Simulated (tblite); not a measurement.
Compound: C5H7ClNP.
SMILES with atom numbers: `[CH3:1][CH2:2][n:3]1[cH:4][p:5][c:6]([Cl:7])[cH:8]1` (hydrogens: H9, H10, H11 on C1; H12, H13 on C2; H14 on C4; H15 on C8)

Structure optimised with GFN2-xTB, isolated species.

Task: Give the optimised bond lengths and angles.

Result: 
```json
{"bond": "C1–C2", "length (pm)": "152.8", "order": "single"}
{"bond": "C2–N3", "length (pm)": "144.3", "order": "single"}
{"bond": "N3–C4", "length (pm)": "135.0", "order": "aromatic"}
{"bond": "C4–P5", "length (pm)": "171.8", "order": "aromatic"}
{"bond": "P5–C6", "length (pm)": "176.8", "order": "aromatic"}
{"bond": "C6–Cl7", "length (pm)": "172.0", "order": "single"}
{"bond": "C6–C8", "length (pm)": "136.7", "order": "aromatic"}
{"bond": "N3–C8", "length (pm)": "135.3", "order": "aromatic"}
{"bond": "C1–H9, C1–H10, C1–H11", "length (pm)": "108.7", "order": "single"}
{"bond": "C2–H12, C2–H13", "length (pm)": "109.3", "order": "single"}
{"bond": "C4–H14", "length (pm)": "107.6", "order": "single"}
{"bond": "C8–H15", "length (pm)": "107.4", "order": "single"}
```

Bonds in one row agree within 1 pm and their mean is given. Orders are formal, as drawn. A selection of angles:
```json
{"angle": "C1–C2–N3", "degrees": "111.2"}
{"angle": "C2–N3–C4", "degrees": "123.5"}
{"angle": "C2–N3–C8", "degrees": "123.3"}
{"angle": "C4–N3–C8", "degrees": "113.0"}
{"angle": "N3–C4–P5", "degrees": "114.8"}
{"angle": "C4–P5–C6", "degrees": "87.1"}
{"angle": "P5–C6–Cl7", "degrees": "124.6"}
{"angle": "P5–C6–C8", "degrees": "112.7"}
{"angle": "Cl7–C6–C8", "degrees": "122.7"}
{"angle": "N3–C8–C6", "degrees": "112.4"}
```

Torsions: C1–C2–N3–C4 88° (synclinal). The mirror-image conformer, all signs reversed, is as good.

Of the pairs four or more bonds apart, H13···H14 is among the closest relative to their van der Waals radii: 2.42 Å, 101 % of the sum of Bondi's values. The C–C distances run from 1.367 Å (C6–C8, aromatic) to 1.528 Å (C1–C2, drawn single), a spread of 0.161 Å. N3 (pyrrole-type nitrogen) is planar (angles 123.5°, 123.3° and 113.0°, sum 359.8°, 0.03 Å off the plane of its three neighbours). The C–N distances run from 1.350 Å (N3–C4, aromatic) to 1.443 Å (C2–N3, drawn single), a spread of 0.093 Å. The 2 C–P bonds span 1.718 Å (C4–P5, aromatic) to 1.768 Å (P5–C6, aromatic), a spread of 0.050 Å. The 5-membered ring N3–C4–P5–C6–C8 has internal angles of 87.1° to 114.8°; it is planar, 0.00 Å rms from its mean plane, widest ring torsion 1°.

Point group: C1 (no symmetry element, even within 0.4 Å). Its GFN2-xTB frequencies are all real (lowest 46 cm⁻¹). The numbers are those of one conformer.

Time: 0.4 s of wall time. Hardware: one thread of an Intel Xeon Platinum 8488C, shared host with 192 logical CPUs at a one-minute load of 109. These figures are those of the optimisation.

These are computed values.
